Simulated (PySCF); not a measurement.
## LiCd: one state, many levels of theory

State: ²Σ⁺ (doublet), unpaired electrons σ ↑. Set-up: Li def2-SVP, Cd def2-SVP with ECP28; scalar-relativistic core potentials (PySCF 2.14). De refers to Li + Cd in their ground configurations, without counterpoise correction. The functionals are run spin-unrestricted. A positive dipole means Li(−)Cd(+). Levels whose curve was spin-contaminated or gave no clean fit are not listed.

```
      Level  Re (Å)  ωe (cm⁻¹)  De (eV)  μ (D)  CPU s a point (SCF and correlation, without the integrals)
   UHF-CCSD   3.427       66.2    0.038    n/a                                                         n/a
UHF-CCSD(T)   3.381       72.7    0.045    n/a                                                         7.4
        PBE   3.046        155    0.198  -0.41                                                        0.41
       PW91   3.022        162    0.216  -0.44                                                         0.3
       BP86   3.045        155    0.189  -0.66                                                        0.27
     r²SCAN   3.026        164    0.242  -1.11                                                         0.6
       PBE0   3.088        146    0.165  -0.48                                                         0.6
       MN15   2.880        231    0.496  -2.29                                                         1.1
```

Problem. Which functional lies closest to UHF-CCSD(T) in De, which farthest, and by how much do they differ from it?

Solution. Closest is PBE0 (-29.3 pm in Re, +100.8 % in ωe, +0.12 eV in De against UHF-CCSD(T) in the same basis), farthest MN15 (-50.1 pm in Re, +217.7 % in ωe, +0.45 eV in De). CCSD(T) converges more slowly with the basis than the functionals do and binds too weakly in this one, so the order can change at the basis-set limit.

Problem. What does the triples do here, going from UHF-CCSD to UHF-CCSD(T)?

Solution. UHF-CCSD(T) less UHF-CCSD: -4.6 pm in Re, +9.8 % in ωe, +0.01 eV in De. Correlation nearly always deepens the well. The bond shortens, as in weak, metallic or heavy-atom bonds, where dispersion and the correlation of outer-core electrons pull the atoms together.

Correlated steps freeze no core orbitals. The bond is weak. Basis-set superposition, not corrected here, can be much of De in a small basis, most of all at correlated wavefunction levels. Functionals without a dispersion term scatter widely for such bonds, and LDA overbinds them. Spin–orbit coupling is left out. The state was picked by a PBE0 search and need not be the measured ground state.

The whole job (state search and all levels along the bond) took about 2 min on 1 thread of Arm Neoverse V1 (shared host), peak memory 0.47 GiB.
